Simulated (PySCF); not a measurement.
**Cost of excited-state runs on SMILES C=C/C=C(/N=C)C(N)=O, C₆H₈N₂O**

Atom-mapped SMILES (the numbers label the heavy atoms): `[CH2:1]=[CH:2]/[CH:3]=[C:4](/[N:5]=[CH2:6])[C:7]([NH2:8])=[O:9]`; H(Xn) means a hydrogen on atom n. Ha(C1) is cis to C3; Ha(C6) is cis to C4; Ha(N8) is cis to the C=O or C=S heteroatom; Hb(C1) is trans to C3; Hb(C6) is trans to C4; Hb(N8) is trans to the C=O or C=S heteroatom.

PySCF with density fitting, on 1 thread of an Arm Neoverse V1, shared host. Command: `OMP_NUM_THREADS=1 python excited_run.py task.json out`

Q: How long does each of these runs take, and how much memory?
- open-shell absorption, BHandHLYP/def2-SVP; 8 states; spin flip; reference multiplicity 3
- open-shell absorption, M06/def2-SVP; spin flip; reference multiplicity 3; 15 states; full response

A: 
```csv
run,level,basis functions,wall time,peak memory (GiB)
open-shell absorption,BHandHLYP/def2-SVP,166,26 s,0.59
open-shell absorption,M06/def2-SVP,166,47 s,0.63
```
Times from a shared host are rough.
